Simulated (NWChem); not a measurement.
System: PbNH2Br, singlet; SMILES [NH2][Pb][Br]

Here is an NWChem input.

```
start job
memory heap 200 mb stack 900 mb global 1100 mb
geometry units angstroms noautoz
  Pb     0.226424     0.729012     0.000370
  Br    -0.049390    -1.910386    -0.001370
  N     -1.869725     1.066991     0.003836
  H     -2.547226     0.308854     0.004318
  H     -2.325399     1.975183     0.005389
end
basis spherical
  * library def2-svp
end
ecp
  Pb library def2-ecp
end
dft
  xc becke97-2
  iterations 150
  mulliken
end
task dft energy
```

Excerpt of the output:

```
             Northwest Computational Chemistry Package (NWChem) 7.3.0
             --------------------------------------------------------

 CS  symmetry detected

                             Geometry "geometry" -> ""
                             -------------------------

 Output coordinates in angstroms (scale by  1.889725989 to convert to a.u.)

  No.       Tag          Charge          X              Y              Z
 ---- ---------------- ---------- -------------- -------------- --------------
    1 Pb                  82.0000     0.21936819     0.71294333     0.00000000
    2 Br                  35.0000     0.00293460    -1.93198667     0.00000000
    3 N                    7.0000    -1.88384887     1.00373617     0.00000000
    4 H                    1.0000    -2.54414327     0.23056682     0.00000000
    5 H                    1.0000    -2.35981691     1.90146014     0.00000000

 Effective nuclear repulsion energy (a.u.)     800.5130144687

      Symmetry information
      --------------------

 Group name             Cs
 Group number              2
 Group order               2
 No. of unique centers     5

                                 NWChem DFT Module
                                 -----------------

 Summary of "ao basis" -> "ao basis" (spherical)
 ------------------------------------------------------------------------------
       Tag                 Description            Shells   Functions and Types
 ---------------- ------------------------------  ------  ---------------------
 Pb                         def2-svp                10       26   4s4p2d
 Br                         def2-svp                12       32   5s4p3d
 N                          def2-svp                 6       14   3s2p1d
 H                          def2-svp                 3        5   2s1p

      Symmetry analysis of basis
      --------------------------

        a'         58
        a"         24

            General Information
            -------------------
          SCF calculation type: DFT
          Wavefunction type:  closed shell.
          No. of atoms     :     5
          No. of electrons :    66
           Alpha electrons :    33
            Beta electrons :    33
          Charge           :     0
          Spin multiplicity:     1
          Use of symmetry is: on ; symmetry adaption is: on
          Maximum number of iterations: 150
          AO basis - number of functions:    82
                     number of shells:    34
          Convergence on energy requested:  1.00D-06
          Convergence on density requested:  1.00D-05
          Convergence on gradient requested:  5.00D-04

              XC Information
              --------------
                   Becke 97-2 Method XC Functional
                     Hartree-Fock (Exact) Exchange  0.210
                 Becke 1997-2  Exchange Functional  1.000
                Becke 1997-2 Correlation Potential  1.000

             Grid Information
             ----------------
          Grid used for XC integration:  medium
          Radial quadrature: Mura-Knowles
          Angular quadrature: Lebedev.
          Tag              B.-S. Rad. Rad. Pts. Rad. Cut. Ang. Pts.
          ---              ---------- --------- --------- ---------
          Pb                  1.80      123           9.0       590
          Br                  1.15      112          11.0       590
          N                   0.65       49          10.0       434
          H                   0.35       45          11.0       434
          Grid pruning is: on
          Number of quadrature shells:   374
          Spatial weights used:  Erf1

      Superposition of Atomic Density Guess
      -------------------------------------

 Sum of atomic energies:       -2846.68864140

      Non-variational initial energy
      ------------------------------

 Total energy =   -2819.528594
 1-e energy   =   -4500.267528
 2-e energy   =    1426.154376
 HOMO         =      -0.312545
 LUMO         =      -0.037291

      Symmetry analysis of molecular orbitals - initial
      -------------------------------------------------

  Numbering of irreducible representations:

     1 a'          2 a"

  Orbital symmetries:

     1 a'          2 a'          3 a'          4 a'          5 a"
     6 a'          7 a'          8 a'          9 a'         10 a"
    11 a'         12 a'         13 a'         14 a"         15 a'
    16 a'         17 a"         18 a'         19 a"         20 a'
    21 a'         22 a'         23 a"         24 a'         25 a"
    26 a'         27 a'         28 a'         29 a'         30 a"
    31 a'         32 a"         33 a'         34 a"         35 a'
    36 a'         37 a'         38 a'         39 a'         40 a'
    41 a"         42 a'         43 a'

     ---------------------------------------------
      Total Density - Mulliken Population Analysis
     ---------------------------------------------

    Atom       Charge   Shell Charges
 -----------   ------   -------------------------------------------------------
    1 Pb  22    20.76   2.99 -0.94  1.20  0.68  3.37  2.61  0.50  0.29  9.74  0.32
    2 Br  35    35.67   2.00  2.00  2.00  1.38  0.59  6.00  5.99  2.45  3.26  8.23  1.73  0.05
    3 N    7     8.02   1.99  1.05  0.52  2.60  1.86  0.01
    4 H    1     0.78   0.60  0.14  0.05
    5 H    1     0.77   0.60  0.13  0.05

   convergence    iter        energy       DeltaE   RMS-Dens  Diis-err
 ---------------- ----- ----------------- --------- --------- ---------
 d= 0,ls=0.0,diis     1  -2823.4755863540 -3.08D+03  2.41D-02  5.05D-01
 d= 0,ls=0.0,diis     2  -2823.0711927444  4.04D-01  1.59D-02  3.14D+00
 d= 0,ls=0.0,diis     3  -2823.5430552226 -4.72D-01  4.83D-03  7.19D-02
 d= 0,ls=0.0,diis     4  -2823.5508340877 -7.78D-03  1.90D-03  2.80D-02
 d= 0,ls=0.0,diis     5  -2823.5550472728 -4.21D-03  1.91D-04  2.57D-04
  Resetting Diis
 d= 0,ls=0.0,diis     6  -2823.5550869342 -3.97D-05  3.83D-05  9.86D-06
 d= 0,ls=0.0,diis     7  -2823.5550885980 -1.66D-06  1.14D-05  2.94D-07
 d= 0,ls=0.0,diis     8  -2823.5550885824  1.56D-08  7.45D-06  4.03D-07

         Total DFT energy =    -2823.555088582367
      One electron energy =    -4505.073018199103
           Coulomb energy =     1542.963472010587
    Exchange-Corr. energy =     -116.030099949386
 Nuclear repulsion energy =      254.584557555534

 Numeric. integr. density =       65.999999967672

                  Occupations of the irreducible representations
                  ----------------------------------------------

                     irrep           alpha         beta
                     --------     --------     --------
                     a'               24.0         24.0
                     a"                9.0          9.0

                       DFT Final Molecular Orbital Analysis
                       ------------------------------------

 Vector   31  Occ=2.000000D+00  E=-2.731976D-01  Symmetry=a"
              MO Center= -3.2D-01, -1.1D+00, -2.9D-13, r^2= 3.6D+00
   Bfn.  Coefficient  Atom+Function         Bfn.  Coefficient  Atom+Function
  ----- ------------  ---------------      ----- ------------  ---------------
    43      0.497687  2 Br pz                40      0.433913  2 Br pz
    37     -0.290407  2 Br pz                64     -0.238550  3 N  pz
    67      0.199220  3 N  pz                13      0.177435  1 Pb pz
    16      0.147066  1 Pb pz                34      0.094339  2 Br pz
    10     -0.065110  1 Pb pz                 7     -0.063830  1 Pb pz

 Vector   32  Occ=2.000000D+00  E=-2.574364D-01  Symmetry=a'
              MO Center= -7.8D-02, -1.4D+00,  3.3D-15, r^2= 3.0D+00
   Bfn.  Coefficient  Atom+Function         Bfn.  Coefficient  Atom+Function
  ----- ------------  ---------------      ----- ------------  ---------------
    41      0.564262  2 Br px                38      0.481933  2 Br px
    35     -0.321912  2 Br px                 3     -0.205152  1 Pb s
    61      0.175270  3 N  s                  4     -0.143383  1 Pb s
    62     -0.141348  3 N  px                 1      0.136715  1 Pb s
    65      0.107418  3 N  px                32      0.104530  2 Br px

 Vector   33  Occ=2.000000D+00  E=-2.467590D-01  Symmetry=a"
              MO Center= -1.3D+00,  2.5D-01, -7.4D-16, r^2= 3.5D+00
   Bfn.  Coefficient  Atom+Function         Bfn.  Coefficient  Atom+Function
  ----- ------------  ---------------      ----- ------------  ---------------
    64      0.484184  3 N  pz                67     -0.424742  3 N  pz
    43      0.331741  2 Br pz                40      0.272688  2 Br pz
    37     -0.182679  2 Br pz                13     -0.121455  1 Pb pz
    16     -0.099112  1 Pb pz                20      0.076516  1 Pb d  1
    34      0.059315  2 Br pz                10      0.044263  1 Pb pz

 Vector   34  Occ=0.000000D+00  E=-7.745257D-02  Symmetry=a"
              MO Center=  5.4D-02,  6.6D-01, -2.6D-13, r^2= 4.0D+00
   Bfn.  Coefficient  Atom+Function         Bfn.  Coefficient  Atom+Function
  ----- ------------  ---------------      ----- ------------  ---------------
    16      0.560826  1 Pb pz                13      0.557039  1 Pb pz
    67     -0.263227  3 N  pz                64      0.243651  3 N  pz
    43     -0.202745  2 Br pz                10     -0.185870  1 Pb pz
     7     -0.180249  1 Pb pz                40     -0.131728  2 Br pz
    37      0.087679  2 Br pz                20      0.052367  1 Pb d  1

 Vector   35  Occ=0.000000D+00  E=-2.534101D-02  Symmetry=a'
              MO Center=  2.2D-01,  6.2D-01, -5.2D-15, r^2= 5.2D+00
   Bfn.  Coefficient  Atom+Function         Bfn.  Coefficient  Atom+Function
  ----- ------------  ---------------      ----- ------------  ---------------
    15      0.815951  1 Pb py                12      0.481979  1 Pb py
    42      0.482301  2 Br py                31      0.346791  2 Br s
     3     -0.298605  1 Pb s                 39      0.233284  2 Br py
    61     -0.169325  3 N  s                 30      0.167716  2 Br s
    74      0.167094  4 H  s                  9     -0.165699  1 Pb py

 Vector   36  Occ=0.000000D+00  E= 1.365767D-02  Symmetry=a'
              MO Center= -5.8D-02,  7.6D-01,  1.4D-14, r^2= 5.8D+00
   Bfn.  Coefficient  Atom+Function         Bfn.  Coefficient  Atom+Function
  ----- ------------  ---------------      ----- ------------  ---------------
    14      0.872306  1 Pb px                61      0.854484  3 N  s
     3     -0.357337  1 Pb s                 11      0.337272  1 Pb px
    79     -0.327008  5 H  s                 60      0.218432  3 N  s
     1      0.184575  1 Pb s                 65      0.184667  3 N  px
    41     -0.173353  2 Br px                42      0.167877  2 Br py

     ---------------------------------------------
      Total Density - Mulliken Population Analysis
     ---------------------------------------------

    Atom       Charge   Shell Charges
 -----------   ------   -------------------------------------------------------
    1 Pb  22    21.36   3.01 -0.94  1.37  0.47  3.37  2.64  0.89  0.45  9.70  0.41
    2 Br  35    35.41   2.00  2.00  1.99  1.43  0.55  6.00  5.98  2.34  3.10  8.22  1.72  0.07
    3 N    7     7.49   1.99  0.98  0.52  2.38  1.62  0.01
    4 H    1     0.86   0.70  0.11  0.05
    5 H    1     0.87   0.71  0.12  0.05

     -------------------------------------------
      Total Density - Lowdin Population Analysis
     -------------------------------------------

    Atom       Charge   Shell Charges
 -----------   ------   -------------------------------------------------------
    1 Pb  22    21.61   1.49  0.48  1.10  0.75  3.09  2.71  1.05  0.72  9.33  0.91
    2 Br  35    35.24   2.00  2.00  1.96  1.15  0.77  5.99  5.82  2.47  3.07  7.87  2.01  0.14
    3 N    7     7.27   1.97  0.74  0.47  2.20  1.86  0.02
    4 H    1     0.94   0.59  0.22  0.13
    5 H    1     0.95   0.60  0.22  0.13

     Multipole analysis of the density
     ---------------------------------

     L   x y z        total         alpha         beta         nuclear
     -   - - -        -----         -----         ----         -------
     0   0 0 0     -0.000000    -33.000000    -33.000000     66.000000

     1   1 0 0      0.011720     12.442233     12.442233    -24.872746
     1   0 1 0      1.636596     41.236324     41.236324    -80.836053
     1   0 0 1     -0.000000     -0.000000     -0.000000      0.000000

     2   2 0 0    -36.439077    -85.967272    -85.967272    135.495468
     2   1 1 0     -0.160096     26.823643     26.823643    -53.807382
     2   1 0 1      0.000000      0.000000      0.000000      0.000000
     2   0 2 0    -40.015058   -292.378841   -292.378841    544.742623
     2   0 1 1      0.000000      0.000000      0.000000      0.000000
     2   0 0 2    -38.062350    -19.031175    -19.031175      0.000000
```

Level: B97-2/def2-SVP with def2 effective core potentials on Pb. Low-valent species are run as closed-shell singlets; no triplet was tried in these runs. All runs use the structure optimised with PBE0/def2-SVP. def2 effective core potentials on Pb; no spin-orbit coupling.
